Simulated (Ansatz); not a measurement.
A trace of molecular dynamics of FH₇Si₃ (11 atoms, charge 0, multiplicity 1).

These are results of RKS PBE0-D4/cc-pVDZ in Ansatz, not measurements.

```yaml
ensemble: NVE (velocity Verlet)
starting_velocities_drawn_for: 100 K
seed: 10296
```

| time (fs) | T (K) | potential energy less start (eV) | conserved less start (meV/atom) |
| --- | --- | --- | --- |
| 0 | 100 | 0.000 | 0.00 |
| 4 | 66 | 0.039 | 0.02 |
| 8 | 50 | 0.058 | 0.01 |
| 12 | 28 | 0.084 | 0.02 |
| 16 | 78 | 0.026 | 0.01 |
| 20 | 118 | -0.020 | 0.03 |
| 24 | 209 | -0.126 | 0.00 |
| 28 | 293 | -0.224 | -0.02 |
| 32 | 368 | -0.312 | -0.03 |
| 36 | 391 | -0.339 | -0.02 |
| 40 | 379 | -0.324 | -0.03 |
| 44 | 326 | -0.263 | 0.00 |
| 48 | 295 | -0.227 | -0.01 |
| 52 | 285 | -0.215 | 0.01 |
| 56 | 291 | -0.222 | 0.01 |
| 60 | 288 | -0.219 | 0.01 |
| 64 | 275 | -0.203 | 0.02 |
| 68 | 271 | -0.199 | 0.02 |
| 72 | 255 | -0.181 | 0.03 |
| 76 | 230 | -0.151 | 0.03 |
| 80 | 192 | -0.107 | 0.04 |
| 84 | 189 | -0.103 | 0.03 |
| 88 | 193 | -0.107 | 0.04 |
| 92 | 200 | -0.116 | 0.02 |
| 96 | 168 | -0.078 | 0.04 |
| 100 | 142 | -0.048 | 0.03 |

**Question.** Is this trajectory sound?

**Answer.** The conserved energy stayed within 0.045 meV per atom of its start (net change 0.027 meV per atom), so the integration is sound. The kinetic energy rose, since the run started high on the potential surface and went downhill. It ends in pieces (FH + H6Si3), so much of that is their flight and rotation, not heat. A run of 0.1 ps of so small a system gives no equilibrium averages. The orbitals stay closed-shell, which can raise the energy where a bond breaks towards radicals; this wasn't checked here. The time step was 0.5 fs.

Time of the run: 7.7 min on 2 threads of Arm Neoverse V2 (shared host), peak memory 0.23 GiB.
